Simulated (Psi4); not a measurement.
C4H10O2, triplet, at the geometry of the source list (a higher spin typed on purpose: for a closed-shell molecule this is an excited state); CCSD/STO-3G run with Psi4.

The Psi4 input:
```
memory 2 GB

molecule mol {
0 3
  C     2.713700    0.698600   -0.028000
  O     1.441200    0.345400    0.442900
  C     0.729000   -0.461000   -0.462000
  C    -0.674200   -0.705200    0.074400
  O    -1.477000    0.418400   -0.189000
  C    -2.761100    0.311400    0.363700
  H     3.333600   -0.190900   -0.204800
  H     3.170800    1.313100    0.744300
  H     2.650500    1.270100   -0.962500
  H     1.245600   -1.427100   -0.591600
  H     0.655500    0.032300   -1.442000
  H    -1.103600   -1.596600   -0.413400
  H    -0.615200   -0.891100    1.156600
  H    -3.298600   -0.555900   -0.043400
  H    -2.720200    0.214200    1.455800
  H    -3.289900    1.224200    0.099100
}

set basis sto-3g
set reference uhf

energy('ccsd')
print_variables()
```

Problem. Predict the main parts of the log of this Psi4 run.

Solution. 
```
   => Loading Basis Set <=

    Name: STO-3G
    Role: ORBITAL
    Keyword: BASIS

         ---------------------------------------------------------
                                   SCF
               by Justin Turney, Rob Parrish, Andy Simmonett
                          and Daniel G. A. Smith
                              UHF Reference
         ---------------------------------------------------------

  ==> Geometry <==

    Molecular point group: c1
    Full point group: C1

    Geometry (in Angstrom), charge = 0, multiplicity = 3:

       Center              X                  Y                   Z               Mass
    ------------   -----------------  -----------------  -----------------  -----------------
         C            2.718752788204     0.590569934724    -0.063915376054    12.000000000000
         O            1.446252788204     0.237369934724     0.406984623946    15.994914619570
         C            0.734052788204    -0.569030065276    -0.497915376054    12.000000000000
         C           -0.669147211796    -0.813230065276     0.038484623946    12.000000000000
         O           -1.471947211796     0.310369934724    -0.224915376054    15.994914619570
         C           -2.756047211796     0.203369934724     0.327784623946    12.000000000000
         H            3.338652788204    -0.298930065276    -0.240715376054     1.007825032230
         H            3.175852788204     1.205069934724     0.708384623946     1.007825032230
         H            2.655552788204     1.162069934724    -0.998415376054     1.007825032230
         H            1.250652788204    -1.535130065276    -0.627515376054     1.007825032230
         H            0.660552788204    -0.075730065276    -1.477915376054     1.007825032230
         H           -1.098547211796    -1.704630065276    -0.449315376054     1.007825032230
         H           -0.610147211796    -0.999130065276     1.120684623946     1.007825032230
         H           -3.293547211796    -0.663930065276    -0.079315376054     1.007825032230
         H           -2.715147211796     0.106169934724     1.419884623946     1.007825032230
         H           -3.284847211796     1.116169934724     0.063184623946     1.007825032230

  Running in c1 symmetry.

  Rotational constants: A =      0.38252  B =      0.05019  C =      0.04775 [cm^-1]
  Rotational constants: A =  11467.71710  B =   1504.57729  C =   1431.49474 [MHz]
  Nuclear repulsion =  256.528333379074923

  Charge       = 0
[...]
  @UHF Final Energy:  -302.59997462953885
    Total Energy =                       -302.5999746295388491
[...]
             22   1         0.0108604872
             21   5        -0.0094085416
             23   8        -0.0090022129

    Largest TIJAB Amplitudes:
     25  14   3   0        -0.0133265260
     25  24   2   0         0.0112646332
     25  12   6   0        -0.0093922486
     25  17   1   0         0.0090848687
     25  20   3   0        -0.0089593660
     25  13   5   0         0.0087789126
     25  21   4   0         0.0086433817
     25  19  12   1        -0.0082757250
     25  20   2   0         0.0080683264
     25  22   6   0         0.0078102141

    Largest Tijab Amplitudes:
     23  21   1   0         0.0328174777
     23  22   2   0         0.0194404898
     23  20   5   0         0.0184977279
     23  21   8   0         0.0184545072
     23  20   3   0         0.0173796773
     23  20  15   0         0.0172827221
     23  12   4   0        -0.0171390333
     23  18   4   0         0.0163485631
     23  14  15   0        -0.0155453812
     23  16   3   0        -0.0151182359

    Largest TIjAb Amplitudes:
     25  23   0   0         0.6719784807
     25  23   3   0         0.0524537653
     25  23   8   0         0.0481607272
     25  14   0   0         0.0439655934
     25  16   0   0        -0.0418293374
     14  23   0   0         0.0377048654
     25  23   0   7         0.0331468988
     24  23   0   0        -0.0330126628
     25  19   0   0         0.0327575854
      6  23   0   0        -0.0325902494

    SCF energy       (wfn)                    = -302.599974629538849
    Reference energy (file100)                = -302.599974629538849

    Opposite-spin MP2 correlation energy      =   -0.318149607566036
    Same-spin MP2 correlation energy          =   -0.064078858942061
    Singles MP2 correlation energy            =   -0.000000000000000
    MP2 correlation energy                    =   -0.382228466508097
      * MP2 total energy                      = -302.982203096046931

    Opposite-spin CCSD correlation energy     =   -0.434991352444467
    Same-spin CCSD correlation energy         =   -0.045040467366178
    Singles CCSD correlation energy           =   -0.000000000000000
    CCSD correlation energy                   =   -0.480031819810646
      * CCSD total energy                     = -303.080006449349469

  Variable Map:
  ----------------------------------------------------------------------------
[...]
  Array Variable Map:
  ----------------------------------------------------------------------------
[...]
[...]
```
